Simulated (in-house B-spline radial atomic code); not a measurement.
Settings and results of a run for Ag (an excited or competing configuration). Method: Dirac-Hartree-Fock, average of the jj configuration, Fermi nucleus of rms radius 4.5454 fm. Calculated with an all-electron radial atomic-structure program (B-spline basis).

In the input, a minus or plus after the letter marks the j = l - 1/2 or j = l + 1/2 subshell.

Command:
```bash
python run_scf.py task.json out
```
Settings (nuclear radius in fm, mass in u):
```
Z                47
configuration    1s2 2s2 2p6 3s2 3p6 3d10 4s2 4p6 4d-4 4d+5 5s1 7g+1
hamiltonian      dirac
method           hf
spin_polarised   False
nucleus          fermi
rms_radius       4.5454
atomic_mass      106.90509
speed_of_light   137.035999084
```

Output (hartree, bohr):
```
 radial grid: 94 intervals, B-splines of order 8, outer radius 245.7 bohr

 iter        energy (Eh)    residual
    1       -5312.654431    5.65e-01
    2       -5313.480192    1.48e-01
    3       -5314.225139    2.42e-02
    4       -5314.245720    4.27e-03
    5       -5314.246189    2.21e-03
    6       -5314.246386    3.98e-04
    7       -5314.246393    4.50e-05
    8       -5314.246393    8.70e-06
    9       -5314.246393    2.72e-06
   10       -5314.246393    2.24e-07

 total energy                     -5314.24639
 kinetic                            5562.2923
 electron-nucleus                 -12872.4164
 electron-electron                  1995.8777

 first-order corrections (not in the total)
   Gaunt                             3.9756
   retardation                      -0.4020
   frequency dependence             -0.0308
   self-energy                       2.6837
   Uehling                          -0.3333
   Wichmann-Kroll                    0.0062
   recoil                            0.0188

 orbital      occ     eigenvalue          <r>       <r^2>       <1/r>     <1/r^2>       r_max    small
 1s1/2      2.000      -943.6209    0.0311021  0.00130787     49.4365      5229.9     0.02016  2.96e-02
 2s1/2      2.000      -142.4645     0.134322   0.0213375     11.4127     592.709      0.1139  6.23e-03
 2p1/2      2.000      -132.0048     0.114214   0.0160279     11.3554     190.323     0.08829  6.21e-03
 2p3/2      4.000      -125.5239     0.119236   0.0173415     10.6758     155.268     0.09251  5.96e-03
 3s1/2      2.000       -27.8565     0.366203    0.153467     4.00493     114.025      0.3317  1.77e-03
 3p1/2      2.000       -23.6485     0.358609    0.149469     3.90121     36.4363       0.319  1.70e-03
 3p3/2      4.000       -22.4667     0.369067    0.158111     3.73922     30.0211      0.3286  1.64e-03
 3d3/2      4.000       -15.0953      0.34251    0.139582     3.56245     16.0335      0.2724  1.51e-03
 3d5/2      6.000       -14.8512     0.346305    0.142613     3.51733     15.5598      0.2754  1.49e-03
 4s1/2      2.000        -4.7323     0.916483    0.950608     1.49639     20.6421       0.824  4.21e-04
 4p1/2      2.000        -3.3460     0.983719     1.10718     1.37613     6.20935      0.8627  3.67e-04
 4p3/2      4.000        -3.1123      1.01135     1.17033      1.3293     5.16194      0.8857  3.51e-04
 4d3/2      4.000        -0.9687      1.30321     2.03407     1.02144      1.9631        1.02  2.20e-04
 4d5/2      5.000        -0.9388      1.32269     2.09805     1.00714      1.9011       1.032  2.16e-04
 5s1/2      1.000        -0.5423      2.84549     9.19706    0.444219     1.78735       2.411  4.41e-05
 7g9/2      1.000        -0.0102      63.4987     4556.85   0.0204091  0.00064799       70.51  2.72e-07

 Slater integrals (Eh)
   F0(4d3/2,4d3/2)               0.697490
   F2(4d3/2,4d3/2)               0.347913
   F0(4d3/2,4d5/2)               0.692392
   F2(4d3/2,4d5/2)               0.345030
   G2(4d3/2,4d5/2)               0.344839
   G4(4d3/2,4d5/2)               0.225077
   F0(4d3/2,5s1/2)               0.391388
   G2(4d3/2,5s1/2)               0.055490
   F0(4d3/2,7g9/2)               0.020409
   F2(4d3/2,7g9/2)               0.000066
   G4(4d3/2,7g9/2)               0.000000
   G6(4d3/2,7g9/2)               0.000000
   F0(4d5/2,4d5/2)               0.687403
   F2(4d5/2,4d5/2)               0.342296
   F4(4d5/2,4d5/2)               0.223322
   F0(4d5/2,5s1/2)               0.390633
   G2(4d5/2,5s1/2)               0.057779
   F0(4d5/2,7g9/2)               0.020409
   F2(4d5/2,7g9/2)               0.000068
   F4(4d5/2,7g9/2)               0.000002
   G2(4d5/2,7g9/2)               0.000000
   G4(4d5/2,7g9/2)               0.000000
   G6(4d5/2,7g9/2)               0.000000
   F0(5s1/2,5s1/2)               0.317110
   (list cut)
```

Cost of the run: 7.8 s on 1 thread of Arm Neoverse V1 (shared host).

For the Dirac Hamiltonian the kinetic term is c α·p + (β - 1)c².
